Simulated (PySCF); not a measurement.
**N³⁺ (nitrogen, charge +3): UHF calculation**

Configuration: [He] 2s2, closed-shell 1S. Calculation: PySCF 2.14, in Sapporo-DZP-2012 (4s3p1d, 18 functions); the spin-free X2C one-electron Hamiltonian (Gaussian nucleus).

```json
{"Total energy": "-51.100677 hartree", "One-electron energy": "-60.4094 hartree", "Hartree (Coulomb) energy": "14.4483 hartree", "Exchange energy": "-5.1395 hartree", "⟨S²⟩": "0.0000", "⟨L²⟩": "0.000", "Sum of ⟨r⟩": "2.681 bohr", "Sum of ⟨r²⟩": "3.053 bohr²", "Langevin diamagnetic susceptibility": "-2.42 ×10⁻⁶ cm³/mol", "Time after the integrals": "0.06 s of wall time on 1 thread of Neoverse-N1 (shared host)"}
```

```tsv
shell	electrons	mean orbital energy (eV)	rms radius, mean of both spins (bohr)
1s	2	-493.32	0.263
2s	2	-75.286	1.21
```
